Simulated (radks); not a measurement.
Question: The mean radii <r> (bohr) of the occupied orbitals of an atom or ion are listed with their occupations. Method: scalar-relativistic Kohn-Sham, BLYP, spin-polarised, spherical densities, point nucleus; computed with a radial shooting solver on a logarithmic mesh with Libxc functionals.

orbital  occ.      <r>
1s up       1  0.05845
1s down     1  0.05845
2s up       1   0.2673
2s down     1   0.2667
2p up       3   0.2358
2p down     3   0.2352
3s up       1   0.8037
3s down     1   0.8086
3p up       3   0.8450
3p down     3   0.8533
3d up       5    1.012
4s up       1    2.488
4p up       1    3.032

Name the element and its charge. Open shells, if any, are filled with parallel spins first.

Answer: Z = 26, iron, charge +1: Fe+ in [Ar] 3d5 4s1 4p1. The 1s radius gives Z: for a bare nucleus <r> = (2 gamma + 1)/(2Z) with gamma = sqrt(1 - (Z/c)^2), 0.05699 bohr for Z = 26, and screening makes it slightly larger (0.05845 here). The occupations add up to 25, and the charge is Z minus that.
